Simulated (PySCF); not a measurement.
Atom-mapped SMILES (the numbers label the heavy atoms): `[CH3:1][C:2]1=[CH:3][CH2:4][CH2:5][CH2:6][C:7]1=[O:8]` (H(Xn): hydrogen on atom n).

Geometry: GFN2-xTB; GIAO shifts from PySCF 2.14, gas phase, non-relativistic, averaged over equivalent atoms.

At PBE0/STO-3G (50 basis functions, about 14 core-seconds):
```json
{"atoms": "C7", "δ (ppm)": "134.7"}
{"atoms": "C3", "δ (ppm)": "115.0"}
{"atoms": "C2", "δ (ppm)": "111.8"}
{"atoms": "C6", "δ (ppm)": "33.1"}
{"atoms": "C4", "δ (ppm)": "28.1"}
{"atoms": "C5", "δ (ppm)": "28.0"}
{"atoms": "C1", "δ (ppm)": "23.7"}
{"atoms": "O8", "δ (ppm)": "631.7"}
{"atoms": "H(C3)", "δ (ppm)": "6.07"}
{"atoms": "H(C6)", "δ (ppm)": "2.30"}
{"atoms": "H(C4)", "δ (ppm)": "1.86"}
{"atoms": "H(C1)", "δ (ppm)": "1.79"}
{"atoms": "H(C5)", "δ (ppm)": "1.53"}
```

Referencing at the same level of theory: 13C (σ = 236.17 ppm), 1H (σ = 33.02 ppm) vs TMS; 17O (σ = 343.50 ppm) against H2O.

Predict the values at PBE0/6-311G** on the same geometry.

Answers


| atoms | δ at PBE0/6-311G** | change |
| --- | --- | --- |
| C7 | 199.4 | +64.7 |
| C3 | 150.4 | +35.4 |
| C2 | 142.7 | +30.9 |
| C6 | 42.7 | +9.6 |
| C4 | 31.1 | +3.0 |
| C5 | 29.1 | +1.1 |
| C1 | 20.9 | -2.8 |
| O8 | 654.1 | +22.4 |
| H(C3) | 7.14 | +1.07 |
| H(C6) | 2.44 | +0.14 |
| H(C4) | 2.41 | +0.55 |
| H(C1) | 1.83 | +0.04 |
| H(C5) | 2.05 | +0.52 |

Referencing at the same level of theory: 13C (190.38 ppm) and 1H (32.08 ppm) vs TMS; 17O (343.32 ppm) vs H2O.

The largest change is at C7 (ketone carbonyl carbon). Cost: 204 basis functions, roughly 2.2 core-minutes. The order of the carbon signals is the same at both levels.

Unscaled 17O shifts of doubly bonded oxygen tend to come out too high, by tens of ppm or more. Experimental scales use liquid or dissolved standards, which lie at an offset from isolated H2O (liquid H2O: subtract about 36 ppm).
